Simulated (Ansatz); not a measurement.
ClGe, doublet (typed; the unrestricted solution is spin-contaminated), at a GFN2-xTB geometry; BLYP/STO-3G in Ansatz (a quantum-chemistry and plane-wave program).

Here is a job for Ansatz.
Ansatz 0.2 input:
```yaml
crystal:
  periodic: [false, false, false]
  atoms:
    - {symbol: Ge, position_ang: [-0.00000000, -0.00000000, -0.74753997]}
    - {symbol: Cl, position_ang: [0.00000000, 0.00000000, 1.40713406]}
basis:
  gaussian:
    orbitals: STO-3G
    nuclear_model: gaussian
hamiltonian:
  xc: blyp
magnetization: {spin_polarized: true, initial_magnetization: 1}
```

Output, abridged:

```
Functional definition: BLYP
267 factors; integrals over basis functions are off by at most 1.1e-5 eV
mean field evaluation 1: about -68040.7020 eV, gradient 1.3e2 eV
mean field evaluation 2: about -68119.7569 eV, gradient 5.4e1 eV
mean field evaluation 4: about -68141.3059 eV, gradient 6.3e1 eV
mean field evaluation 8: about -68141.4802 eV, gradient 6.4e1 eV
mean field evaluation 16: about -68246.7118 eV, gradient 6.4e-2 eV
mean field evaluation 32: about -68246.6701 eV, gradient 1.7e0 eV
mean field evaluation 64: about -68246.7036 eV, gradient 8.1e-1 eV
mean field evaluation 96: about -68246.7119 eV, gradient 1.1e-5 eV
mean field evaluation 128: about -68242.7073 eV, gradient 1.7e-5 eV
mean field evaluation 160: about -68246.6783 eV, gradient 3.8e-2 eV
mean field evaluation 192: about -68246.7176 eV, gradient 2.5e-1 eV
mean field evaluation 224: about -68230.3209 eV, gradient 3.2e1 eV
mean field evaluation 256: about -68240.3348 eV, gradient 1.5e1 eV
mean field -68246.72230833 eV, -2508.0207855412 hartree, gradient 1.6e-6 eV, S^2 0.880115; 18 other end points of the search recorded, 0 dependent functions left out
reference -68246.72250032 eV, -2508.0207925968 hartree; 25, 24 occupied and 2, 3 virtual orbitals, 267 factors
Total energy: -68246.72250032 eV, -2508.0207925968 hartree
```
